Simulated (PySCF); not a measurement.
Species: C9H13N.
Atom-mapped SMILES: `[CH3:1][CH2:2][c:3]1[cH:4][cH:5][cH:6][c:7]([CH3:8])[c:9]1[NH2:10]` (hydrogens: H11, H12, H13 on C1; H14, H15 on C2; H16 on C4; H17 on C5; H18 on C6; H19, H20, H21 on C8; H22, H23 on N10)

Structure used (PBE0-D3(BJ)/def2-SVP), in Å, numbered top down from 1:
```
atom  x, y, z in Å
C1    -2.7981   -0.6671   -0.6042
C2    -2.0328   -0.1546    0.6153
C3    -0.6671    0.3832    0.2794
C4    -0.4435    1.7594    0.2133
C5     0.7973    2.2807   -0.1415
C6     1.8368    1.4039   -0.4403
C7     1.6600    0.0215   -0.3863
C8     2.7780   -0.9214   -0.7178
C9     0.3973   -0.4952   -0.0208
N10    0.2002   -1.8683   -0.0087
H11   -2.2395   -1.4624   -1.1204
H12   -2.9549    0.1459   -1.3288
H13   -3.7840   -1.0674   -0.3211
H14   -2.6149    0.6392    1.1087
H15   -1.9508   -0.9610    1.3689
H16   -1.2713    2.4344    0.4497
H17    0.9530    3.3604   -0.1862
H18    2.8172    1.7962   -0.7251
H19    2.4995   -1.6068   -1.5365
H20    3.6795   -0.3759   -1.0277
H21    3.0597   -1.5493    0.1474
H22   -0.5803   -2.1957    0.5457
H23    1.0299   -2.4308    0.1262
```

Level: PBE0/pcSseg-1 in PySCF, non-relativistic, on one gas-phase PBE0-D3(BJ)/def2-SVP geometry that isn't relaxed in the solvent. The solvent is an IEF-PCM continuum (van der Waals radii × 1.2). Specific hydrogen bonds and non-electrostatic terms are outside this model.

Gas phase at PBE0/pcSseg-1: HOMO -5.75 eV, LUMO 0.17 eV, dipole 1.81 D.

Task: What does the continuum do to the energy, the frontier levels and the dipole at PBE0/pcSseg-1 in benzene, chloroform and acetone?

Result: 
| solvent | ε | E(solvent) − E(gas) (kcal/mol) | polarisation term (kcal/mol) | distortion of the solute (kcal/mol) | HOMO (eV) | LUMO (eV) | dipole (D) |
| --- | --- | --- | --- | --- | --- | --- | --- |
| benzene | 2.271 | -2.64 | -2.80 | 0.16 | -5.77 | 0.14 | 2.15 |
| chloroform | 4.711 | -4.39 | -4.86 | 0.47 | -5.80 | 0.10 | 2.38 |
| acetone | 20.49 | -6.12 | -7.08 | 0.96 | -5.84 | 0.04 | 2.61 |

Polarisation term: ½ Σ q·V over the induced surface charges. Distortion: the rise of the solute's own energy as its density leaves the gas-phase optimum. From benzene to acetone the lowering changes by a factor 2.32, Onsager's factor (ε − 1)/(2ε + 1) by 2.02 and ε itself by 9.0.

Task: Which radius a makes the point-dipole formula ΔE = −[(ε − 1)/(2ε + 1)]·μ²/a³ give the value in acetone, with the gas-phase dipole?

Result: μ = 0.711 au and |ΔE| = 0.00976 Eh give a = 1.53 Å; the farthest nucleus lies 3.93 Å from the centroid of the nuclei, so such a sphere wouldn't even hold the nuclei. The formula assumes a rigid point dipole at the centre of a sphere.

Task: Give the dipole vector in the frame of the coordinates (D, pointing from negative to positive charge), gas and acetone.

Result: Gas (0.05, -1.62, 0.81), solvent (0.01, -2.35, 1.15). Its length changes by +45 % and its direction by 1°.

Task: Which IAO charges (PBE0/pcSseg-1) respond most in acetone (means over atoms taken as equivalent)?

Result: 
```tsv
atoms	environment	gas (e)	solvent (e)	change
C5	aromatic CH carbon	-0.182	-0.200	-0.018
H22/H23	N–H hydrogen	+0.262	+0.277	+0.015
C6	aromatic CH carbon	-0.154	-0.170	-0.016
C4	aromatic CH carbon	-0.154	-0.169	-0.015
N10	aniline-type nitrogen	-0.508	-0.519	-0.011
H18	aromatic hydrogen	+0.140	+0.149	+0.009
H16	aromatic hydrogen	+0.140	+0.148	+0.008
H14/H15	methylene hydrogen	+0.129	+0.137	+0.008
C8	benzylic-type carbon	-0.419	-0.425	-0.006
H19/H20/H21	methyl hydrogen	+0.142	+0.149	+0.007
C3	substituted aromatic carbon	-0.041	-0.048	-0.007
C7	substituted aromatic carbon	-0.034	-0.040	-0.006
```

Task: Which Mayer bond orders change most in acetone?

Result: 
```
   bond  length (Å)    gas  solvent  change
 C9–N10       1.387  1.176    1.219  +0.043
  C7–C9       1.412  1.286    1.276  -0.010
  C9–C3       1.412  1.282    1.273  -0.009
N10–H22       1.012  0.926    0.917  -0.009
N10–H23       1.012  0.927    0.918  -0.009
  C5–C6       1.392  1.431    1.423  -0.008
  C7–C8       1.500  1.077    1.085  +0.008
  C4–C5       1.392  1.434    1.427  -0.007
```

Task: How do the nuclear quadrupole coupling constants eQVzz/h respond in acetone?

Result: 
```
   nucleus  Q (barn)  gas (MHz)  solvent (MHz)  η gas  η solvent
14N at N10   0.02044      -5.01          -4.75   0.10       0.16
```
